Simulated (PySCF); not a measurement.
## 19F chemical shifts

PySCF 2.14.0 with density-fitted response routines calculation with shieldings: GIAO PBE0/pcSseg-1 and coordinates at the GFN2-xTB level; one conformer, one averaged value for each set of equivalent atoms, no solvent, non-relativistic Hamiltonian.

Shieldings were converted by a linear fit to measured shifts: 19F (scatter 6.0 ppm rms, 7.0 ppm with the 5 outliers that the fit left out vs CFCl3, solution or neat liquid, with a term for F on sp3 carbon). Occasional misses reach two or three times the rms, and more in compound classes unlike the fitted ones.

Question: Give the 19F shifts of `CS[C@@](C)([SiH3])C(F)F`, `C=C1C=C(C(F)(F)F)/C1=C\OC`, `FC(F)(F)Oc1ccsc1`.

Answer: 
```tsv
compound	environment	δ (ppm)
[CH3:1][S:2][C@@:3]([CH3:4])([SiH3:5])[CH:6]([F:7])[F:8]	F7: fluorine of a CF2 group	-110.9
[CH3:1][S:2][C@@:3]([CH3:4])([SiH3:5])[CH:6]([F:7])[F:8]	F8: fluorine of a CF2 group	-118.1
C=C1C=C(C(F)(F)F)/C1=C\OC	fluorine of a CF3 group (×3)	-65.4
FC(F)(F)Oc1ccsc1	fluorine of an OCF3 group (×3)	-58.9
```

Question: Match the shifts -44.8, -58.6, -74.1, -222.9 ppm to `CC[P@](=O)(O)CC(F)(F)F`, `C[C@H](CF)OC(C)(C)C`, `CC(C)[P@](=O)(O)C(F)(F)F`, `FC(F)(F)Sc1ccco1`.

Answer: -44.8: FC(F)(F)Sc1ccco1 (fluorine of an SCF3 group); -58.6: CC[P@](=O)(O)CC(F)(F)F (fluorine of a CF3 group); -74.1: CC(C)[P@](=O)(O)C(F)(F)F (fluorine of a CF3 group); -222.9: C[C@H](CF)OC(C)(C)C (fluorine on an sp3 carbon).
